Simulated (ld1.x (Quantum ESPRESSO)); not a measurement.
# tin (Sn): one change to a TM potential, before and after

tin, norm-conserving Troullier–Martins (Kleinman–Bylander form), made with ld1.x (Quantum ESPRESSO) 7.5 (PBE, scalar-relativistic). Core [Kr], reference 4d10 5s1 5p3. Waves: 5s (bound): rc 1.60 bohr; 5p (bound): rc 2.50 bohr; 4d (bound): rc 1.45 bohr. Local part: the d channel. Core correction: Bessel-smoothed model core inside 0.85 bohr.

Change: wave 5p (bound): rc 2.50 bohr becomes 5p (bound): rc 3.26 bohr.

Cutoffs: the cutoffs (Ry, on a coarse ladder) from which the occupation-weighted sum of valence levels, in a spherical-Bessel basis at the reference potential, stays within 10 and 1 mRy of its value at 400 Ry; they do not see the model core or the augmentation charge, which bear on the density cutoff. Errors are all-electron minus pseudo energies relative to the spin-unpolarised reference configuration.

What does the change do?

The potential gets neither clearly harder nor softer (90 Ry and 140 Ry → 90 Ry and 140 Ry); both files keep a bound ghost (p, s); of the 7 tests that both files solve, the error grows in 4 and shrinks in 1 by more than 15 % and 0.3 meV (median size 16.5 → 23.9 meV).

```csv
quantity,base,changed
"cutoff, loose",90 Ry,90 Ry
"cutoff, tight",140 Ry,140 Ry
bound ghosts,"s, p","s, p"
"error for 4d10 5s2 5p2, meV [ΔE -6.98 eV]",-1.4,+7.3
"error for 4d10 5s2 5p1, meV [ΔE -0.10 eV]",-6.0,+2.2
"error for 4d10 5s2 5p0, meV [ΔE 13.85 eV]",-17,-24
"error for 4d9 5s2 5p3, meV [ΔE 17.49 eV]",-195,-182
"error for 4d9 5s2 5p2, meV [ΔE 25.71 eV]",-143,-150
"error for 4d10 5s1 5p2, meV [ΔE 7.55 eV]",-1.5,-2.5
"error for 4d10 5s0 5p0, meV [ΔE 85.95 eV]",-53,-189
```

 A true bound ghost makes a file unfit for plane-wave use even where its test errors are small: the radial tests pick states by their node count and pass the ghost by.
